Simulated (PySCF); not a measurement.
How ionic is MP along the lanthanides?

PBE0 in PySCF with x2c-TZVPall on every atom, spin-free X2C, for the lowest determinant that a PBE0 search found; no spin–orbit coupling. A negative dipole means M(+)P(−).

```csv
M,state (unpaired electrons),Re (Å),μ (D)
Ce,doublet (f population 1.2),2.324,-7.96
Nd,quartet (f population 3.2),2.314,-7.44
Tb,septet (f population 8.1),2.305,-6.90
Ho,quintet (f population 10.1),2.294,-6.61
Er,quartet (f population 11.2),2.288,-6.68
```

Give the ionic character |μ|/(e·Re) of each, with 1 e·Å = 4.803 D, and the positive end.

CeP 71 % (Ce positive), NdP 67 % (Nd positive), TbP 62 % (Tb positive), HoP 60 % (Ho positive), ErP 61 % (Er positive). Lone pairs and polarisation enter μ too, so this number is only a rough measure of charge transfer.

Spin–orbit coupling is left out. With d or f electrons several states lie close, and the lowest PBE0 determinant need not be the measured ground state.
